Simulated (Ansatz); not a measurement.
Geometry optimisation of Sn3F2.

```yaml
crystal:
  periodic: [false, false, false]
  atoms:
    - {symbol: Sn, position_ang: [0.305980, 0.757230, -1.676310]}
    - {symbol: Sn, position_ang: [1.412650, 2.223730, 0.339260]}
    - {symbol: Sn, position_ang: [-1.397370, -0.659440, 0.315490]}
    - {symbol: F, position_ang: [0.683170, 0.265270, 1.291790]}
    - {symbol: F, position_ang: [-1.004430, -2.586790, -0.270230]}
basis:
  gaussian: {orbitals: def2-SVP}
hamiltonian: {xc: pbe, dispersion: d4}
scf: {lower_state_search: "off"}
output: {orbitals: {seedname: orbitals}}
relax: {f_tol: 0.02, max_steps: 100}
```

```sh
$ ansatz run in.yaml --threads 4 --pin off --events-out ev --progress --plain --max-ram 4787MiB
```

Output, abridged:

```
Functional definition: PBE
  name "PBE"
  cite "Perdew, Burke & Ernzerhof, Phys. Rev. Lett. 77, 3865 (1996) doi:10.1103/PhysRevLett.77.3865"
  parent pbe
  parameter kappa = 0.804
  parameter beta = 0.06672455060314922
  exchange = pbe_x(kappa = kappa, mu = beta*pi^2/3)
  correlation = pbe_c(beta = beta)
these checks for a lower state are left out or cut short: stability, starts, cluster_reference, orbital_swaps, neighbouring_geometries, increment
mean field -22920.75882026 eV, -842.3223503963 hartree, gradient 1.7e-6 eV, S^2 0.000000; 0 other end points of the search recorded, 0 dependent functions left out
the calculation of the forces begins
relax step   1: F+E_penalty+E_count = -22921.00239780 eV  Δ(F+E_penalty+E_count) = +0.000e0 eV  max|allowed force component| = 1.232e0 eV/Å  Δτ_max = 0.0000 Å  (25 SCF iters, accepted)
these checks for a lower state are left out or cut short: stability, starts, cluster_reference, orbital_swaps, neighbouring_geometries, increment
mean field -22921.07407474 eV, -842.3339357846 hartree, gradient 2.2e-6 eV, S^2 0.000000; 0 other end points of the search recorded, 0 dependent functions left out
the calculation of the forces begins
relax step   2: F+E_penalty+E_count = -22921.31901794 eV  Δ(F+E_penalty+E_count) = -3.166e-1 eV  max|allowed force component| = 4.900e-1 eV/Å  Δτ_max = 0.1949 Å  (28 SCF iters, accepted)
these checks for a lower state are left out or cut short: stability, starts, cluster_reference, orbital_swaps, neighbouring_geometries, increment
mean field -22921.22336604 eV, -842.3394221386 hartree, gradient 1.5e-6 eV, S^2 0.000000; 0 other end points of the search recorded, 0 dependent functions left out
the calculation of the forces begins
relax step   3: F+E_penalty+E_count = -22921.47203811 eV  Δ(F+E_penalty+E_count) = -1.530e-1 eV  max|allowed force component| = 2.497e-1 eV/Å  Δτ_max = 0.1948 Å  (29 SCF iters, accepted)
these checks for a lower state are left out or cut short: stability, starts, cluster_reference, orbital_swaps, neighbouring_geometries, increment
mean field -22921.25543728 eV, -842.3406007351 hartree, gradient 2.7e-6 eV, S^2 0.000000; 0 other end points of the search recorded, 0 dependent functions left out
the calculation of the forces begins
relax step   4: F+E_penalty+E_count = -22921.50649262 eV  Δ(F+E_penalty+E_count) = -3.445e-2 eV  max|allowed force component| = 6.999e-2 eV/Å  Δτ_max = 0.1598 Å  (28 SCF iters, accepted)
these checks for a lower state are left out or cut short: stability, starts, cluster_reference, orbital_swaps, neighbouring_geometries, increment
mean field -22921.26187703 eV, -842.3408373917 hartree, gradient 2.1e-6 eV, S^2 0.000000; 0 other end points of the search recorded, 0 dependent functions left out
the calculation of the forces begins
relax step   5: F+E_penalty+E_count = -22921.51324590 eV  Δ(F+E_penalty+E_count) = -6.753e-3 eV  max|allowed force component| = 5.937e-2 eV/Å  Δτ_max = 0.0460 Å  (22 SCF iters, accepted)
these checks for a lower state are left out or cut short: stability, starts, cluster_reference, orbital_swaps, neighbouring_geometries, increment
mean field -22921.28695626 eV, -842.3417590364 hartree, gradient 3.0e-6 eV, S^2 0.000000; 0 other end points of the search recorded, 0 dependent functions left out
the calculation of the forces begins
relax step   6: F+E_penalty+E_count = -22921.53935730 eV  Δ(F+E_penalty+E_count) = -2.611e-2 eV  max|allowed force component| = 2.593e-1 eV/Å  Δτ_max = 0.1920 Å  (27 SCF iters, accepted)
these checks for a lower state are left out or cut short: stability, starts, cluster_reference, orbital_swaps, neighbouring_geometries, increment
mean field -22921.36704808 eV, -842.3447023565 hartree, gradient 1.2e-6 eV, S^2 0.000000; 0 other end points of the search recorded, 0 dependent functions left out
the calculation of the forces begins
relax step   7: F+E_penalty+E_count = -22921.61914821 eV  Δ(F+E_penalty+E_count) = -7.979e-2 eV  max|allowed force component| = 3.154e-1 eV/Å  Δτ_max = 0.1811 Å  (27 SCF iters, accepted)
these checks for a lower state are left out or cut short: stability, starts, cluster_reference, orbital_swaps, neighbouring_geometries, increment
mean field -22921.59271129 eV, -842.3529953262 hartree, gradient 2.3e-6 eV, S^2 0.000000; 0 other end points of the search recorded, 0 dependent functions left out
the calculation of the forces begins
relax step   8: F+E_penalty+E_count = -22921.84455604 eV  Δ(F+E_penalty+E_count) = -2.254e-1 eV  max|allowed force component| = 4.023e-1 eV/Å  Δτ_max = 0.1950 Å  (26 SCF iters, accepted)
[...]
the calculation of the forces begins
relax step   9: F+E_penalty+E_count = -22922.14517705 eV  Δ(F+E_penalty+E_count) = -3.006e-1 eV  max|allowed force component| = 3.776e-1 eV/Å  Δτ_max = 0.1935 Å  (26 SCF iters, accepted)
these checks for a lower state are left out or cut short: stability, starts, cluster_reference, orbital_swaps, neighbouring_geometries, increment
mean field -22922.03917872 eV, -842.3694027018 hartree, gradient 3.0e-6 eV, S^2 0.000000; 0 other end points of the search recorded, 0 dependent functions left out
the calculation of the forces begins
relax step  10: F+E_penalty+E_count = -22922.28113281 eV  Δ(F+E_penalty+E_count) = -1.360e-1 eV  max|allowed force component| = 5.325e-1 eV/Å  Δτ_max = 0.1956 Å  (26 SCF iters, accepted)
these checks for a lower state are left out or cut short: stability, starts, cluster_reference, orbital_swaps, neighbouring_geometries, increment
mean field -22922.08057522 eV, -842.3709239952 hartree, gradient 2.7e-6 eV, S^2 0.000000; 0 other end points of the search recorded, 0 dependent functions left out
the calculation of the forces begins
relax step  11: F+E_penalty+E_count = -22922.32459339 eV  Δ(F+E_penalty+E_count) = -4.346e-2 eV  max|allowed force component| = 1.533e-1 eV/Å  Δτ_max = 0.1980 Å  (26 SCF iters, accepted)
these checks for a lower state are left out or cut short: stability, starts, cluster_reference, orbital_swaps, neighbouring_geometries, increment
mean field -22922.09216134 eV, -842.3713497773 hartree, gradient 2.6e-6 eV, S^2 0.000000; 0 other end points of the search recorded, 0 dependent functions left out
the calculation of the forces begins
relax step  12: F+E_penalty+E_count = -22922.33590853 eV  Δ(F+E_penalty+E_count) = -1.132e-2 eV  max|allowed force component| = 1.417e-1 eV/Å  Δτ_max = 0.0926 Å  (21 SCF iters, accepted)
these checks for a lower state are left out or cut short: stability, starts, cluster_reference, orbital_swaps, neighbouring_geometries, increment
mean field -22922.09601256 eV, -842.3714913068 hartree, gradient 1.9e-6 eV, S^2 0.000000; 0 other end points of the search recorded, 0 dependent functions left out
the calculation of the forces begins
relax step  13: F+E_penalty+E_count = -22922.33863811 eV  Δ(F+E_penalty+E_count) = -2.730e-3 eV  max|allowed force component| = 8.786e-2 eV/Å  Δτ_max = 0.0289 Å  (22 SCF iters, accepted)
these checks for a lower state are left out or cut short: stability, starts, cluster_reference, orbital_swaps, neighbouring_geometries, increment
mean field -22922.09621564 eV, -842.3714987700 hartree, gradient 1.9e-6 eV, S^2 0.000000; 0 other end points of the search recorded, 0 dependent functions left out
the calculation of the forces begins
relax step  14: F+E_penalty+E_count = -22922.33926562 eV  Δ(F+E_penalty+E_count) = -6.275e-4 eV  max|allowed force component| = 2.021e-2 eV/Å  Δτ_max = 0.0125 Å  (21 SCF iters, accepted)
these checks for a lower state are left out or cut short: stability, starts, cluster_reference, orbital_swaps, neighbouring_geometries, increment
mean field -22922.09629563 eV, -842.3715017094 hartree, gradient 2.2e-6 eV, S^2 0.000000; 0 other end points of the search recorded, 0 dependent functions left out
the calculation of the forces begins
relax step  15: F+E_penalty+E_count = -22922.33938404 eV  Δ(F+E_penalty+E_count) = -1.184e-4 eV  max|allowed force component| = 2.775e-3 eV/Å  Δτ_max = 0.0054 Å  (22 SCF iters, accepted)
Total energy: -22922.33941895 eV, -842.3804363267 hartree
Atom 0 at     0.080408     0.180096    -2.011305 Å, force     0.000771    -0.000644     0.001210 eV/Å
Atom 1 at     1.012981     1.725830     0.279593 Å, force     0.000708     0.001310    -0.000862 eV/Å
Atom 2 at    -1.326859    -0.326169     0.759737 Å, force    -0.000176    -0.000421     0.002084 eV/Å
Atom 3 at     0.593223     0.001028     1.657558 Å, force    -0.002013    -0.001709    -0.002775 eV/Å
Atom 4 at    -0.359753    -1.580785    -0.685583 Å, force     0.000710     0.001464     0.000343 eV/Å
Dipole moment:    -0.277756     0.235687    -0.046200 e Å
Checks for a lower state left out: stability, starts, cluster_reference, orbital_swaps, neighbouring_geometries, increment
```

Run time 15 s (4 threads of Arm Neoverse V1 on a shared host).

In the def2 sets Sn takes a core potential; there is no spin–orbit coupling. The restricted singlet is unstable towards broken spin symmetry in Hartree–Fock (as tested in another run); at PBE-D4/def2-SVP this wasn't settled. The structure comes from a short search, and lower isomers may exist.
